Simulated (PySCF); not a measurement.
## Electronic absorption of C5H7O2P

Species: C₅H₇O₂P.
SMILES: `C#C[P@@](=O)(O)C1CC1`

Level of theory: TDDFT B3LYP/def2-SVPD, vertical, gas phase, core orbitals frozen in the response in PySCF 2.14.0, density-fitted response routines. Isolated species at its GFN2-xTB geometry (one conformer only). Torsions of this conformer, `[CH:1]#[C:2][P@@:3](=[O:4])([OH:5])[CH:6]1[CH2:7][CH2:8]1`: C2–P3–C6–C7 82°, H–O5–P3–C2 -113°.

```
state  E (eV)  ν̃ (cm⁻¹)       f  main configurations (H = HOMO, L = LUMO)
   S1    6.10      49170  0.0001        H→L (47%), H→L+1 (23%), H-2→L (9%)
   S2    6.27      50570  0.0037       H→L+1 (40%), H-2→L (32%), H→L (11%)
   S3    6.31      50910  0.0013     H-2→L+1 (52%), H-2→L (20%), H→L (14%)
   S4    6.57      53030  0.0032                H-1→L (60%), H-1→L+1 (21%)
   S5    6.68      53910  0.0004                H-1→L+1 (62%), H-1→L (18%)
   S6    6.99      56410   0.035   H-3→L+1 (49%), H→L+1 (14%), H-3→L (10%)
   S7    7.10      57300   0.011                H-3→L (47%), H-3→L+1 (16%)
   S8    7.45      60120   0.053                  H-4→L (55%), H-3→L (26%)
```

Triplets (Tamm–Dancoff): T1 5.07 eV, H→L+1 (18%), H→L (16%), H-2→L (15%); T2 5.50 eV, H-2→L+1 (40%), H→L (33%); T3 5.51 eV, H-2→L (39%), H→L+1 (32%).

The lowest singlet lies at 6.10 eV (203 nm, ultraviolet) and is dark (f under 0.0005); its leading configuration is HOMO→LUMO (47%). The most intense listed level is S8 at 7.45 eV (166 nm, f = 0.053), 1.36 eV above S1. It is the last of those listed, so stronger ones may follow. Löwdin shares by element: HOMO oxygen 49% or more, carbon 37% or more, phosphorus 6%; LUMO carbon 59% or more, phosphorus 12%, oxygen 8% or more (atoms not listed hold the other 22%). Of the 8 states listed, 3 reach f = 0.01 and 2 stay under 0.0005. The oscillator strengths of these states sum to 0.108; summed over the whole spectrum of an exact calculation they would give the number of electrons, 68 (Thomas–Reiche–Kuhn). Orbital energies (eV): HOMO-3 -8.70, HOMO-2 -8.45, HOMO-1 -8.27, HOMO -8.12, LUMO -0.61, LUMO+1 -0.55, LUMO+2 0.37. Only the lowest 8 singlets were computed, as vertical energies without vibronic structure.
